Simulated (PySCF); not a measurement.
A structure optimised at PBE-D3(BJ)/def2-SVP, used in a PySCF frequency run:

```xyz
6

W      0.2956    -0.4205    -0.0397
O      1.8320    -0.0916     0.6504
N      0.5320    -0.6851    -1.7635
H      1.1887    -0.7154    -2.5514
F     -0.4117    -2.0012     0.6969
Br    -1.0781     1.5821     0.1816
```
Charge 0, spin multiplicity 1.

### Question
Write its SMILES and formula.

### Answer
[NH]=[W](=[O])([F])[Br], BrFHNOW

### Question
What are its rotational constants (standard atomic weights)?

### Answer
3.5543, 1.0616, 1.0234 GHz
